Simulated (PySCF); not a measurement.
The same groups moved round the core (benzothiophene cyano+boryl). All species are isolated molecules in the gas phase. One relaxed conformer stands for each flexible species; it need not be the lowest. Strings in code marks are SMILES.

Computed with r2SCAN-D4/def2-TZVP // r2SCAN-D4/def2-SVP in PySCF. All candidates: neutral, multiplicity 1. 

The LUMO comes out as -3.54 eV. The HOMO is -6.37 eV and the HOMO–LUMO gap is 2.83 eV.

Name which member has these values.
A) `Bc1cc(C#N)cc2sccc12`
B) `Bc1cc(C#N)cc2ccsc12`
C) `Bc1cc2c(C#N)cccc2s1`
D) `Bc1cc(C#N)c2sccc2c1`

C, `Bc1cc2c(C#N)cccc2s1`. The others give `Bc1cc(C#N)c2sccc2c1`: -3.15 eV, -6.38 eV, 3.23 eV; `Bc1cc(C#N)cc2sccc12`: -3.41 eV, -6.41 eV, 3.00 eV; `Bc1cc(C#N)cc2ccsc12`: -3.40 eV, -6.40 eV, 3.00 eV
